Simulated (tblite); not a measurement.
Compound: C5H14Si2.
Z-matrix (Å and degrees, GFN2-xTB geometry), rows numbered from 1:
```
C 
C   1  1.5255
C   2  1.5256  1  110.17
Si  2  1.9088  1  110.75  3   124.31
C   4  1.9200  2  114.37  1  -172.06
Si  5  1.9167  4   91.91  2   109.72
C   6  1.9185  5   87.88  4     6.21
H   1  1.0877  2  110.83  3   179.03
H   1  1.0881  2  110.48  3   -61.09
H   1  1.0899  2  110.94  3    58.72
H   2  1.0951  1  107.71  3  -117.25
H   3  1.0900  2  110.67  1   -57.64
H   3  1.0878  2  110.62  1    62.06
H   3  1.0874  2  111.02  1  -177.78
H   4  1.4723  2  109.18  1    57.60
H   5  1.0862  4  116.44  2   -10.47
H   5  1.0863  4  112.85  2  -133.97
H   6  1.4649  5  115.36  4   123.05
H   6  1.4655  5  113.78  4  -108.90
H   7  1.0866  4  113.21  2   134.10
H   7  1.0865  4  116.36  2    10.43
```

Computed values, GFN2-xTB/tblite, gas phase, harmonic and unscaled. Errors from tens to a few hundred cm⁻¹ against measured bands are possible. Modes of hydrogen on silicon can be 10 to 20 % off. One conformer, not necessarily the lowest.

Harmonic wavenumbers (cm⁻¹): 41.9, 49.4, 130.7, 164.1, 213.8, 235.7, 251.7, 322.5, 366.1, 404.8, 438.6, 488.3, 545.0, 603.4, 614.1, 617.4, 625.7, 681.3, 702.7, 729.6, 761.5, 773.4, 799.8, 910.6, 944.4, 950.0, 954.5, 994.8, 1038.0, 1079.5, 1085.9, 1136.3, 1181.0, 1281.5, 1311.6, 1413.0, 1425.2, 1466.7, 1470.7, 1500.6, 1509.6, 1512.3, 1516.6, 2181.3, 2226.8, 2239.9, 2923.3, 2997.6, 3001.5, 3007.1, 3012.0, 3018.1, 3021.2, 3021.8, 3028.9, 3031.5, 3035.6.

A = 3108, B = 1074, C = 1035 MHz; mass 130.063 u (most abundant isotopes); point group C1, symmetry number 1.

Question: What is the zero-point energy?

Answer: ½Σν̃ = 37495 cm⁻¹ = 448.55 kJ/mol.

Question: Give the ideal-gas entropy at 500 K and 1 bar in the rigid-rotor, harmonic-oscillator model (classical rotation).

Answer: Translation 180.31, rotation 127.46, vibration 225.04: S = 532.8 J/(mol K).

Question: And Cp and H(500 K) − H(0)?

Answer: Cp = 263.13 J/(mol K), of which vibrations give 229.87 (their classical limit is 57 R = 473.9); H(500 K) − H(0) = 75.65 kJ/mol without the zero-point energy, 59.02 from vibrations.

Question: How do the functions run with temperature in this model?

Answer: 
```
 T (K)  S (J/(mol K))  Cp (J/(mol K))  H − H(0) (kJ/mol)  G − H(0) (kJ/mol)  ln q(vib)
   150          326.1           101.4               9.84             -39.08       3.13
   250          390.1           153.6              22.58             -74.94       5.81
298.15          419.2           178.2              30.57             -94.43       7.14
   400          478.4           225.0              51.18            -140.17      10.02
   600          583.6           294.5             103.58            -246.61      15.69
   900          717.0           362.4             202.92            -442.36      23.75
```

q(vib) and H(0) count from the zero-point level.

Question: Blend soft modes into free rotors: weight 1/[1 + (100 cm⁻¹/ν̃)⁴] for the oscillator and the rest for a rotor with moment μB/(μ + B), μ = h/(8π²ν), B = 10⁻⁴⁴ kg m². What vibrational entropy results?

Answer: 208.67 J/(mol K) in place of 225.04, which changes −T·S at 500 K by +8.18 kJ/mol.

Question: Which modes carry the vibrational entropy at 500 K?

Answer: 41.9 cm⁻¹: 25.91; 49.4 cm⁻¹: 24.54; 130.7 cm⁻¹: 16.49; 164.1 cm⁻¹: 14.63; 213.8 cm⁻¹: 12.48; 235.7 cm⁻¹: 11.70 J/(mol K); the other 51 give 119.28 together.

Question: What must be added to the electronic energy to get the Gibbs energy at 500 K and 1 bar?

Answer: ZPE + [H(500 K) − H(0)] − T·S = 448.55 + 75.65 − 266.40 = 257.80 kJ/mol.

Hindered rotation and anharmonicity are outside this model. Other conformers, if any are populated, would add a mixing term that is left out. The structure is chiral; the term R ln 2 for an equal mix with its mirror image is left out.
